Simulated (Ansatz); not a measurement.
C2H6FNSi, SMILES `C=C(F)[SiH2]N`. The species carries charge 0 and has multiplicity 1. The geometry is a stationary point of PBE0-D4/def2-TZVP. It is one conformer, not always the lowest.

```xyz
11

C    -1.405    1.053    1.084
C    -0.886    0.533   -0.018
F    -1.704    0.293   -1.074
Si    0.916    0.067   -0.297
N     1.200   -1.578   -0.671
H    -0.763    1.244    1.934
H    -2.459    1.300    1.163
H     1.426    0.858   -1.444
H     1.594    0.432    0.973
H     1.131   -1.895   -1.624
H     0.951   -2.309   -0.025
```

Question: What is the dipole moment at r2SCAN/def2-TZVPP? (Estimate.)

Answer: The calculation gave: 1.24 D, with components (0.24, -1.03, 0.64) D in this frame, pointing from negative to positive charge.

Question: And with PBE, B3LYP, ωB97M-V? (Best estimate.)

Answer: Ansatz gave: PBE 1.21 D, B3LYP 1.23 D, ωB97M-V 1.24 D.

Question: Give the Mulliken charges with r2SCAN, PBE, B3LYP in def2-TZVPP. (Estimate.)

Answer: The calculation gave: 
```tsv
atom	r2SCAN	PBE	B3LYP
C1	-0.19	-0.22	-0.24
C2	0.09	0.12	0.13
F3	-0.21	-0.18	-0.22
Si4	0.42	0.29	0.39
N5	-0.45	-0.38	-0.40
H6	0.09	0.10	0.11
H7	0.09	0.10	0.11
H8	-0.08	-0.06	-0.07
H9	-0.09	-0.07	-0.08
H10	0.16	0.16	0.14
H11	0.16	0.15	0.14
```

B3LYP here is the variant with VWN-RPA as its local correlation; programs differ in this.
